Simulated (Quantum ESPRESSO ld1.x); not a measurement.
The numbers below are computed, except where a source is named.
The oxygen ion O+, configuration [He] 2p5 (not the ground configuration). Level of theory: scalar-relativistic Kohn-Sham, LDA (Slater exchange, Perdew-Zunger correlation), spin-polarised, spherical densities, point nucleus; open shells are filled with parallel spins first (ld1.x of Quantum ESPRESSO 7.5).

Radial electron density D(r) = 4 pi r^2 rho(r):

r (bohr)  D(r) (e/bohr)  spin D(r)
0.00857          0.2384  -0.000222
0.00951          0.2890  -0.000268
0.01055          0.3499  -0.000324
0.01171          0.4227  -0.000390
0.01299          0.5097  -0.000469
0.0143           0.6047  -0.000554
0.01587          0.7259  -0.000661
0.01761          0.8690  -0.000786
0.01954           1.037  -0.000930
0.02168           1.234   -0.00109
0.02405           1.462   -0.00128
0.02669           1.726   -0.00148
0.02962           2.028   -0.00170
0.03286           2.371   -0.00192
0.03646           2.756   -0.00214
0.04046           3.184   -0.00233
0.04489           3.655   -0.00247
0.04981           4.163   -0.00251
0.05527           4.702   -0.00240
0.06133           5.263   -0.00203
0.06805           5.832   -0.00130
0.07491           6.350  -0.000165
0.08312           6.881    0.00177
0.09223           7.359    0.00470
0.1023            7.757    0.00897
0.1136            8.048     0.0150
0.126             8.208     0.0235
0.1398            8.219     0.0349
0.1551            8.070     0.0501
0.1721            7.762     0.0701
0.191             7.310     0.0957
0.2119            6.745      0.128
0.2352            6.109      0.168
0.2609            5.454      0.216
0.2895            4.836      0.274
0.3213            4.306      0.340
0.3565            3.904      0.414
0.3924            3.667      0.488
0.4354            3.555      0.573
0.4831            3.575      0.656
0.5361            3.688      0.735
0.5949            3.845      0.801
0.66              3.992      0.849
0.7324            4.081      0.874
0.8127            4.075      0.870
0.9017            3.952      0.836
1.001             3.709      0.774
1.11              3.358      0.688
1.232             2.925      0.585
1.367             2.443      0.475
1.517             1.951      0.366
1.683             1.484      0.266
1.867             1.070      0.182
2.056            0.7514      0.120
2.281            0.4818     0.0713
2.531            0.2880     0.0387
2.808            0.1592     0.0190
3.116           0.08081    0.00826
3.458           0.03730    0.00311
3.836           0.01551   0.000974
4.257          0.005751   0.000230

D(r) has 2 maxima, at r = 0.133, 0.768 bohr, and minima at 0.450 bohr, inside which lie 2.34 electrons.
